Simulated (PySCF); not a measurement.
C4H6ClF, SMILES CC/C(F)=C/Cl.

Geometry optimised at ωB97X-D3(BJ)/def2-SVP. The structure was generated by enumeration; whether it is a known compound was not checked. One conformer was computed; it need not be the lowest.

Level of theory: PBE/def2-TZVP (PySCF).

The molecule is in vacuum.

Computed frontier levels, gap, dipole moment and polarisability:
```yaml
highest_occupied_level: -5.83 eV
lowest_empty_level: -0.84 eV
orbital_gap: 4.99 eV
dipole_moment: 2.53 D
quadrupole, principal values (traceless, Buckingham form, about the centre of nuclear charge): -1.70, -0.19, 1.88 D·Å
mean_static_polarisability: 64.7 bohr³ (9.59 Å³)
polarisability_principal_values: 47.8, 55.1, 91.2 bohr³
```
